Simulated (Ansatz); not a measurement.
A geometry relaxed with Ansatz (a first-principles code) with B3LYP-D3(BJ)/def2-TZVP, charge 0, multiplicity 1:

```xyz
10

H     -1.2436     0.0270    -1.3842
H     -0.2416    -0.3589     1.5382
H     -2.2911    -0.2301     0.1019
C      1.2403    -0.1645    -0.0781
H      1.2627     0.2228    -1.0973
C     -1.3339     0.0845    -0.3031
C     -0.1260     0.0046     0.5189
H      1.5231    -1.2197    -0.0978
O     -0.7759     1.2608     0.2905
H      1.9859     0.3734     0.5110
```

Task: Write the SMILES of this molecule.

Result: `C[C@@H]1CO1`
